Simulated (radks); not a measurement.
Polarisability of the cadmium ion Cd+, [Kr] 4d10 5s1, at imaginary frequency. Calculated with a radial shooting solver on a logarithmic mesh with Libxc functionals: scalar-relativistic Kohn-Sham, PBE, spin-polarised, spherical densities, finite nucleus; open shells are filled with parallel spins first (spin-orbit coupling, left out, can overturn this in heavy ions); Fermi nuclear charge, rms radius 4.6087 fm. Response by self-consistent Sternheimer equations with the Hartree and adiabatic LDA kernel, the relativistic mass of each level held fixed and spin-orbit coupling left out.

| w (hartree) | alpha1(iw) (bohr^3) | alpha2(iw) (bohr^5) |
|---|---|---|
| 0.00266 | 21.99 | 111.8 |
| 0.0143 | 21.93 | 111.7 |
| 0.0360 | 21.59 | 111.0 |
| 0.0697 | 20.59 | 108.9 |
| 0.118 | 18.52 | 103.7 |
| 0.186 | 15.42 | 94.02 |
| 0.280 | 11.99 | 78.97 |
| 0.413 | 8.938 | 60.27 |
| 0.605 | 6.518 | 41.68 |
| 0.892 | 4.628 | 26.40 |
| 1.35 | 3.105 | 15.44 |
| 2.12 | 1.861 | 8.205 |
| 3.59 | 0.9119 | 3.721 |
| 6.94 | 0.3247 | 1.245 |
| 17.5 | 0.07192 | 0.2258 |

Static values: alpha1 = 21.99 bohr^3 (3.259 angstrom^3; uncoupled 34.75), alpha2 = 111.8 bohr^5, alpha3 = 1226 bohr^7. C6 = 131.0, C8 = 3761, triple-dipole C9 = 1870 atomic units. One-pole (London) frequency 4 C6 / (3 alpha1^2) = 0.361 hartree, against 0.495 for minus the highest occupied eigenvalue.
